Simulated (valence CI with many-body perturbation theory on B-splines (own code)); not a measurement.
**Pb LXXVI: calculated level list**

Method: relativistic CI+MBPT: five valence electrons over a frozen Dirac-Fock core [He], radial functions for each j: 9 s, 9 p, 8 d, 6 f, 3 g, 1 h, with the one-electron correlation potential Σ1, the two-electron term Σ2, the three-electron term Σ3, Breit, model QED; selected CI, second order for the rest (own B-spline code, finite nucleus).

The last digits are not significant, and no measured levels were compared; by estimate large intervals hold to a few tenths of a per cent, small ones and those within an open d or f shell to about a per cent. Among the levels kept, up to 1100 cm⁻¹ of a level comes from second order outside the variational space, and about a tenth of that is noise between levels of different J, which matters for small intervals.

Levels 46 to 76 of 76, with energies above the lowest level, (2s^2 2p1/2^2 2p3/2) J=3/2. "Leading %" is the weight of the configuration and term that name the level; weights of strongly mixed levels are sums over their largest components and can fall short. In the jj column 3d3/2^4 stands for four electrons in 3d with j = 3/2. Lifetimes count E1, E2, E3, M1 and M2 decay at the calculated energies, and are blank where another channel may lead or the interval is too uncertain; long ones can be off by a factor of two.

```
No.  Configuration  Term    J  E (eV)  Leading %  Lifetime                      Leading jj
 46     2s2.2p2.3d    4D  1/2   14005         78   2.27 fs  2s^2 2p1/2 2p3/2 3d3/2 (100 %)
 47     2s2.2p2.3d    2G  7/2   14014         56   13.7 fs   2s^2 2p1/2 2p3/2 3d3/2 (99 %)
 48     2s2.2p2.3d    2D  5/2   14031         38    340 as   2s^2 2p1/2 2p3/2 3d3/2 (99 %)
 49     2s2.2p2.3d    2D  3/2   14037         47    331 as   2s^2 2p1/2 2p3/2 3d3/2 (99 %)
 50     2s2.2p2.3d    2P  1/2   14049         39    314 as  2s^2 2p1/2 2p3/2 3d3/2 (100 %)
 51     2s2.2p2.3d    4D  7/2   14155         46   22.4 fs   2s^2 2p1/2 2p3/2 3d5/2 (98 %)
 52     2s2.2p2.3d    2G  9/2   14176         65   2.69 ps  2s^2 2p1/2 2p3/2 3d5/2 (100 %)
 53     2s2.2p2.3d    2P  3/2   14177         42    588 as   2s^2 2p1/2 2p3/2 3d5/2 (99 %)
 54     2s2.2p2.3d    2F  5/2   14179         44    461 as  2s^2 2p1/2 2p3/2 3d5/2 (100 %)
 55     2s2.2p2.3d    2D  5/2   14196         56    309 as   2s^2 2p1/2 2p3/2 3d5/2 (98 %)
 56     2s2.2p2.3d    2F  7/2   14205         70    277 as   2s^2 2p1/2 2p3/2 3d5/2 (98 %)
 57     2s2.2p2.3d    2D  3/2   14214         57    411 as   2s^2 2p1/2 2p3/2 3d5/2 (99 %)
 58     2s2.2p2.3d    2P  1/2   14219         56    395 as   2s^2 2p1/2 2p3/2 3d5/2 (99 %)
 59      2s.2p3.3p    4D  7/2   14246         49   24.4 fs   2s 2p1/2^2 2p3/2 3p3/2 (96 %)
 60      2s.2p3.3p    2P  3/2   14257         32   2.05 fs   2s 2p1/2^2 2p3/2 3p3/2 (98 %)
 61      2s.2p3.3p    4P  5/2   14278         38   2.20 fs   2s 2p1/2^2 2p3/2 3p3/2 (98 %)
 62      2s.2p3.3p    2P  1/2   14283         41   1.34 fs  2s 2p1/2^2 2p3/2 3p3/2 (100 %)
 63      2s.2p3.3p    2D  5/2   14355         34   2.60 fs   2s 2p1/2^2 2p3/2 3p3/2 (99 %)
 64      2s.2p3.3d   4D°  5/2   14360         30   4.00 fs  2s 2p1/2^2 2p3/2 3d3/2 (100 %)
 65      2s.2p3.3d   4D°  3/2   14366         30   1.92 fs  2s 2p1/2^2 2p3/2 3d3/2 (100 %)
 66      2s.2p3.3d   2F°  7/2   14369         26   14.7 fs   2s 2p1/2^2 2p3/2 3d3/2 (98 %)
 67      2s.2p3.3d   4P°  1/2   14373         47   4.24 fs  2s 2p1/2^2 2p3/2 3d3/2 (100 %)
 68      2s.2p3.3p    2P  3/2   14376         38   2.98 fs   2s 2p1/2^2 2p3/2 3p3/2 (99 %)
 69      2s.2p3.3p    4P  1/2   14381         37   15.4 fs   2s 2p1/2^2 2p3/2 3p3/2 (99 %)
 70      2s.2p3.3d   2D°  3/2   14462         38   3.29 fs   2s 2p1/2^2 2p3/2 3d3/2 (96 %)
 71      2s.2p3.3d   2F°  5/2   14467         37   6.25 fs  2s 2p1/2^2 2p3/2 3d3/2 (100 %)
 72      2s.2p3.3d   4D°  1/2   14478         46   2.00 fs   2s 2p1/2^2 2p3/2 3d3/2 (99 %)
 73      2s.2p3.3d   4F°  9/2   14517         52   2.77 ps  2s 2p1/2^2 2p3/2 3d5/2 (100 %)
 74      2s.2p3.3d   4D°  5/2   14545         30    508 as  2s 2p1/2^2 2p3/2 3d5/2 (100 %)
 75      2s.2p3.3d   4D°  7/2   14552         41    324 as   2s 2p1/2^2 2p3/2 3d5/2 (98 %)
 76      2s.2p3.3d   2D°  3/2   14563         33    491 as   2s 2p1/2^2 2p3/2 3d5/2 (96 %)
```
